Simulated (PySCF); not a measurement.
**Which determinant of SiSe lies lowest?**

Unrestricted PBE0; PySCF, scalar-relativistic core potentials, basis sets Si cc-pV(D+d)Z, Se cc-pVDZ-PP with ECP10. Outer shells of the fragments: Si 3s2 3p2; Se 3d10 4s2 4p4.

Followed along the bond (rough minima from three points):

```
2Ms+1    unpaired  ⟨S²⟩ at the start  R at minimum (Å)  Te (eV)
    1        none               0.00              2.07     0.00
    3        π ↑↑               2.01  none in the scan   ≤ 2.57
    5  σ ↑, π ↑↑↑               6.00  none in the scan   ≤ 4.84
```

Solutions found at the starting distance of 2.230 Å, counted from the lowest of them; the search is not exhaustive and high or unbound solutions are not listed, so other states can lie among these:

```
2Ms+1    unpaired   term  E (eV)  ⟨S²⟩  ⟨Lz²⟩  μ (D)
    1        none    ¹Σ⁺    0.00  0.00   0.00  -1.93
    3        π ↑↑  mixed    2.29  2.01   2.01   0.31
    3        π ↑↑  mixed    2.65  2.01   2.01   0.04
    1        π ↑↓  mixed    2.72  1.01   2.01  -0.05
    3    σ ↑, π ↑     ³Π    2.73  2.01   1.01  -1.78
    1    σ ↓, π ↑  mixed    3.08  1.02   1.01  -1.47
    5  σ ↑, π ↑↑↑     ⁵Π    4.69  6.00   1.00   0.55
    3  σ ↑, π ↑↑↓  mixed    5.52  3.02   3.02   1.07
    5      π ↑↑↑↑    ⁵Σ⁺    5.61  6.02   0.00   4.51
    1  σ ↓, π ↑↑↓  mixed    5.67  2.02   3.02   0.99
    3        σ ↑↑    ³Σ⁺    5.83  2.02   0.00  -1.31
    3    σ ↑, π ↑     ³Π    5.85  2.00   1.01   0.12
    1    σ ↓, π ↑  mixed    6.03  1.01   1.01   0.09
    5  σ ↑↑, π ↑↑  mixed    7.64  6.01   2.01   0.69
```

A term symbol is given only where ⟨S²⟩ and ⟨Lz²⟩ are close to those of a pure state; real π, δ and φ orbitals otherwise mix terms. A positive dipole means Si(−)Se(+).

Counting both spins, an empty level lies below a filled one in some of these solutions, because spin and occupation are held.
